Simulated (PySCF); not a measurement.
## Excitation energy of Sn by level of theory

Sn [Kr] 4d10 5s2 5p2 (3P) → Sn [Kr] 4d10 5s1 5p3 (5S), as a difference of total energies. Calculation: PySCF 2.14, in x2c-TZVPPall; scalar relativity by spin-free X2C-1e. Correlated levels: valence: [Kr] 4d10 frozen; valence and next inner shell: [Ar] 3d10 frozen. The calculations carry no spin-orbit coupling.

Question: Order these methods by the excitation energy they give, lowest first.
A. PBEsol
B. PBE
C. LDA
D. MP2 (valence and next inner shell)

Answer: D (4.440 eV), A (5.020 eV), B (5.100 eV), C (5.334 eV).

Errors of the correlated levels include the incompleteness of this basis and the frozen core.

For comparison: 4.607 eV (measured; NIST levels, between the centres of gravity of the two terms).
